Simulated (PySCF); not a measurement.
## Working out the ionisation energy of Ge

Ge [Ar] 3d10 4s2 4p2 (3P) → Ge⁺ [Ar] 3d10 4s2 4p1 (2P). All numbers are calculated (PySCF 2.14, scalar relativity through the core potential, in aug-cc-pVDZ-PP with ECP10MDF (5s4p3d, 32 functions)). Frozen: 3s2 3p6 3d10. Energies in hartree (1 hartree = 27.21139 eV):

```
            part   Ge (lower)  Ge⁺ (upper)
             UHF  -293.341749  -293.069413
CCSD correlation    -0.057237    -0.046253
             (T)    -0.000901    -0.000458
```

Problem. What does Hartree-Fock give?

Solution. (-293.069413) − (-293.341749) = 0.272336 hartree = 7.411 eV.

Problem. What do CCSD and CCSD(T) give?

Solution. The CCSD correlation energies differ by 0.010984 hartree = 0.299 eV and the triples by 0.000443 hartree = 0.012 eV, so CCSD gives 7.710 eV and CCSD(T) 7.722 eV.

Measured between the centres of the two terms (NIST): 7.925 eV, so CCSD(T) (valence) is off by -0.203 eV.

A double-zeta basis recovers only part of the correlation energy.

What remains against the reference includes basis incompleteness, the frozen core and higher excitations.
